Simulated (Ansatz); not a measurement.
## Changing the shape of VO, quartet

Program: Ansatz, Gaussian basis, development build. Basis cc-pVDZ, nonrelativistic, 10 orbitals frozen in the corrections; active space CAS(9,14). Restricted Hartree–Fock, then the lowest state-specific CASSCF solution met for each case. Coupled cluster stands on the determinant that it favours, not always the lowest RHF. On stretched bonds single-reference methods can fail or change state. Solutions in different active orbitals can move differences by tenths of an eV and at times more than 1 eV.

Case A: bond length 1.8274 Å.

Case B: bond length 1.5890 Å.

Energy less that of case A, in eV:

```
case  RHF/ROHF  CASSCF
   B    -1.080  -0.664
```

(1) What does CCSDT give for these differences?

Answers

(1) B: -0.725 eV (-16.7 kcal/mol).
